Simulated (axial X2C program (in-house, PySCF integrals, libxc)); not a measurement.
# SrB: from the spin-free to the two-component result

Computed with an in-house all-electron X2C program for linear molecules (integrals from PySCF). Spin-free means the one-electron spin-free X2C Hamiltonian; two-component (2c) means X2C with spin–orbit coupling and atomic mean-field two-electron Coulomb and Gaunt terms, so the difference of the two also holds small scalar two-electron terms. Basis: Sr dyall-cv3z [13s12p8d5f1g], B dyall-v3z [7s6p2d1f] (cores contracted in-house); Gaussian nuclei, density fitting, unrestricted open shells. Masses: Sr 87.906 u, B 11.009 u.

Spin-free state: M_S = 3/2, Λ = 0 (beyond evenly filled blocks: σα, π+α, π-α); fragments Sr + B.

| level | Re (Å) | ωe (cm⁻¹) | μ (D) |
| --- | --- | --- | --- |
| PBE0 | 2.440 | 434.4 | -5.17 |

Dipoles are positive if B is the positive end.

Two-component determinant lowest at the distance of the search:

Ω = 3/2 (⟨Sz⟩ = 1.50, ⟨Lz⟩ = 0.00 at PBE0); fragments Sr + B.

```json
{"level": "PBE0", "Re (Å)": "2.440", "ωe (cm⁻¹)": "434.5", "μ (D)": "-5.17"}
```

Question: From the two tables, how do the constants change at the PBE0 level (2c against spin-free)?

Answer: At the PBE0 level Re is unchanged within 0.001 Å and ωe stays the same within 0.2 cm⁻¹.

One determinant describes the state; a PBE0 search over occupations chose it and may have missed a lower one. De is not given where an atomic determinant may have missed its ground term or J level, or where the truncated virtual space spoils (T). Density functionals use the spin component along the axis (collinear). Other states lie close and PBE0, whose exact exchange favours high spin, may order them wrongly; the determinant shown need not be the ground state. The nearest other spin-free determinant of the search, M_S = 1/2, Λ = 0, lies 0.23 eV up at the distance of the search. The functionals have no current-density term, which raises determinants with orbital currents, atoms included. The spin of this state cannot come from the lowest atoms; the curve heads to a higher limit, and no De is given. With several unpaired electrons one determinant need not be a pure state. This is the top spin component of a Σ state; components of lower Ω are not single determinants and can lie lower.
